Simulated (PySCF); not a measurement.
TeCl3, SMILES Cl[Te](Cl)Cl, multiplicity 2.

The structure is a stationary point at B3LYP-D3(BJ)/def2-SVP. The multiplicity is an assumed one; other spin states were not compared. The isomer is the one that the SMILES or the coordinates give; other isomers of the formula were not compared. The def2 effective core potentials stand for the cores of Te; spin–orbit coupling is left out.

Computed with B3LYP-D3(BJ)/def2-SVP (PySCF).

Frequencies are harmonic and unscaled.

| mode | ν (cm⁻¹) | IR (km/mol) | moving atoms (share of kinetic energy) |
|---|---|---|---|
| 1 | 59 | 3.1 | Cl 72 %, Te 28 % |
| 2 | 82 | 4.2 | Cl 70 %, Te 30 % |
| 3 | 132 | 0.6 | Cl 93 % |
| 4 | 295 | 6.6 | Cl 97 % |
| 5 | 309 | 132.6 | Cl 65 %, Te 35 % |
| 6 | 364 | 27.5 | Cl 78 %, Te 22 % |
